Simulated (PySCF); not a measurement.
Compound: C9H11OP.
Atom-mapped SMILES: `[CH:1]#[C:2][CH2:3][P:4]([CH2:5][CH3:6])[c:7]1[cH:8][cH:9][cH:10][o:11]1`

Cartesian coordinates in Å at the GFN2-xTB level; atoms count from 1:
```xyz
22
C9H11OP angstrom
C     -3.144    2.453    1.445
C     -2.051    1.964    1.474
C     -0.745    1.355    1.490
P     -0.827   -0.387    0.793
C     -1.171    0.097   -0.977
C     -1.148   -1.117   -1.895
C      0.968   -0.638    0.640
C      1.734   -1.734    0.928
C      3.064   -1.385    0.601
C      3.011   -0.106    0.142
O      1.753    0.356    0.159
H     -4.095    2.894    1.428
H     -0.040    1.950    0.901
H     -0.384    1.282    2.521
H     -0.439    0.843   -1.301
H     -2.162    0.561   -0.986
H     -0.171   -1.597   -1.872
H     -1.892   -1.846   -1.582
H     -1.363   -0.823   -2.921
H      1.382   -2.666    1.320
H      3.938   -1.998    0.696
H      3.773    0.561   -0.213
```

NICS = −σ at a ghost point: NICS(0) at the centroid of the ring atoms, NICS(1) 1 Å to either side along the normal of their mean plane, zz for the tensor component along that normal. Level: GIAO PBE0/pcSseg-1 (PySCF, non-relativistic, gas phase) on the GFN2-xTB geometry, one conformer.

Ring bond lengths (Å), with Mayer bond orders in brackets: C7–C8 1.368 (1.58), C8–C9 1.414 (1.27), C9–C10 1.361 (1.59), C10–O11 1.340 (1.10), O11–C7 1.355 (1.00).

**Question.** Give the NICS values of each ring in ppm.

**Answer.** 
```csv
ring,type,NICS(0),"NICS(1), two faces","NICS(1)zz, two faces",rms pucker (Å),"centre to ring atoms, mean (Å)"
C7–C8–C9–C10–O11,5-membered ring with O; formal bonds all aromatic,-11.2,-10.3 / -10.2,-26.2 / -25.9,0.00,1.16
```

**Question.** What do they say, and how far can they be read as aromaticity?

**Answer.** 
- C7–C8–C9–C10–O11: mean NICS(1)zz -26.1 ppm, shielded, aromatic by this magnetic criterion (flat ring, no four-coordinate atom).

**Question.** And the bond-length index? HOMA = 1 − mean of α(R − Ropt)² over the ring bonds, with Krygowski's 1993 parameters (CC: Ropt 1.388 Å, α 257.7 Å⁻²; CO: Ropt 1.265 Å, α 157.38 Å⁻²).

**Answer.** 
- C7–C8–C9–C10–O11: HOMA 0.48; the largest term is that of O11–C7, α(R − Ropt)² = 1.27.

**Question.** At the first NICS(1) probe listed for ring C7–C8–C9–C10–O11, 1 Å off the ring, what do the in-plane components average?

**Answer.** The isotropic value is a third of the trace: (3 × -10.3 − (-26.2))/2 = -2.4 ppm.
